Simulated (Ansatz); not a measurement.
C3H8Si, charge -1, doublet, at a GFN2-xTB geometry (a state made from the parent by changing its charge; the spin is typed, not shown lowest) (a gas-phase anion, which may not be bound at this level); MP2/cc-pVDZ in Ansatz (a first-principles code).

Ansatz was given this input:
Ansatz 0.2 input:
```yaml
crystal:
  periodic: [false, false, false]
  atoms:
    - {symbol: C, position_ang: [0.87358950, 0.23056578, 1.03905851]}
    - {symbol: C, position_ang: [1.00653027, -0.63700799, -0.20517026]}
    - {symbol: Si, position_ang: [-0.79415104, -0.26922189, -0.78421052]}
    - {symbol: C, position_ang: [-0.32092081, 1.09362873, 0.64932921]}
    - {symbol: H, position_ang: [1.78597706, 0.79240566, 1.30870886]}
    - {symbol: H, position_ang: [0.61716901, -0.39661291, 1.90276145]}
    - {symbol: H, position_ang: [1.77312593, -0.24608686, -0.88426003]}
    - {symbol: H, position_ang: [1.29036866, -1.67518887, 0.01645795]}
    - {symbol: H, position_ang: [-1.85756528, -0.97356403, -0.00238474]}
    - {symbol: H, position_ang: [-0.87099019, -1.22873330, -2.01722684]}
    - {symbol: H, position_ang: [0.01757697, 2.06345240, 0.26107420]}
    - {symbol: H, position_ang: [-0.99274117, 1.31031528, 1.49451183]}
basis:
  gaussian:
    orbitals: cc-pVDZ
total_charge: -1
magnetization: {spin_polarized: true, initial_magnetization: 1}
correlation: {method: mp2}
```

What the program printed (banner, timings and long lists left out):

```
Functional definition: HF
920 factors; integrals over basis functions are off by at most 1.2e-3 eV
mean field evaluation 1: about -11075.0789 eV, gradient 1.5e1 eV
mean field evaluation 2: about -11075.2036 eV, gradient 1.5e1 eV
mean field evaluation 4: about -11077.2788 eV, gradient 1.8e0 eV
mean field evaluation 8: about -11077.3124 eV, gradient 2.2e-1 eV
mean field -11077.31402730 eV, -407.0837820300 hartree, gradient 5.6e-6 eV, S^2 0.760981; 0 other end points of the search recorded, 0 dependent functions left out
8 core orbitals not correlated
reference -11077.31402730 eV, -407.0837820300 hartree; 13, 12 occupied and 79, 80 virtual orbitals, 920 factors
second order -14.75764144 eV of doubles, -0.00000000 eV of singles
Total energy: -11092.07166874 eV, -407.6261153499 hartree
```
